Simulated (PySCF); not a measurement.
Electron correlation in Er⁵⁸⁺ (erbium, charge +58)

[Ne], closed-shell 1S. Computed with PySCF 2.14 in an uncontracted even-tempered set (15 s from 35 bohr⁻², ratio 2.5; 9 p from 46 bohr⁻², ratio 2.5; 5 d from 180 bohr⁻², ratio 2.7; 4 f from 280 bohr⁻², ratio 2.7), with no relativity, point nucleus. Frozen: nothing; 10 electrons correlated; the 10 highest virtual orbitals of each spin left out.

MP2 pair energies summed by pair of shells (mhartree):

| pair | energy | share (%) |
| --- | --- | --- |
| 2p-2p | -211.92 | 56.5 |
| 2s-2p | -65.38 | 17.4 |
| 1s-2p | -43.27 | 11.5 |
| 1s-1s | -34.79 | 9.3 |
| 2s-2s | -11.59 | 3.1 |
| 1s-2s | -8.10 | 2.2 |

Total MP2 correlation energy: -375.04 mhartree.

At this charge a non-relativistic calculation is a model, useful for the Z dependence of the correlation energy.
